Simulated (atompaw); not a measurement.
Before and after: PAW (atompaw) potential for P (Z = 15)

- Element: P
- Generator: atompaw 4.2.0.5
- Type: PAW
- Functional: PBE
- Relativity: scalar-relativistic
- Frozen core: [Ne]
- Valence charge: 5
- Reference configuration: 3s2 3p3
- Partial waves: 3s (bound): rc 1.35 bohr; 3s channel at 0.05 Ry: rc 1.95 bohr; 3p (bound): rc 1.95 bohr; 3p channel at 0.45 Ry: rc 1.95 bohr
- Local potential: troulliermartins scheme with l = 2 at 0 Ry, radius 1.90 bohr
- Core correction: smooth core density matched at 1.60 bohr
- Augmentation charge: sinc compensation charge, radius 1.65 bohr; PAW radius 1.95 bohr; waves and projectors: custom polynom gramschmidtortho

Change: all radii scaled by about 1.26 (s 1.70, p 2.46 bohr); local potential troulliermartins scheme with l = 2 at 0 Ry, radius 2.40 bohr; augmentation sinc compensation charge, radius 2.08 bohr; PAW radius 2.46 bohr; waves and projectors: custom polynom gramschmidtortho; core correction smooth core density matched at 2.02 bohr.

Cutoffs: the cutoffs (Ry, on a coarse ladder) from which the occupation-weighted sum of valence levels, in a spherical-Bessel basis at the reference potential, stays within 10 and 1 mRy of its value at 400 Ry; they do not see the model core or the augmentation charge, which bear on the density cutoff.

Q: What does the change do?

A: The potential gets softer (21 Ry and 35 Ry → 15 Ry and 21 Ry); neither file shows a bound ghost. A larger radius leaves more room for a smooth pseudo-wave, so fewer plane waves are needed.

```csv
quantity,base,changed
"cutoff, loose",21 Ry,15 Ry
"cutoff, tight",35 Ry,21 Ry
loose cutoff by channel (10 mRy a level),"s 15 Ry, p 8 Ry","s 12 Ry, p 8 Ry"
bound ghosts,none,none
lowest overlap eigenvalue by channel,"s 0.01, p 0.76","s 0.13, p 0.77"
```

 The cutoffs see the waves, projectors and local potential, not the compensation charge or the core.
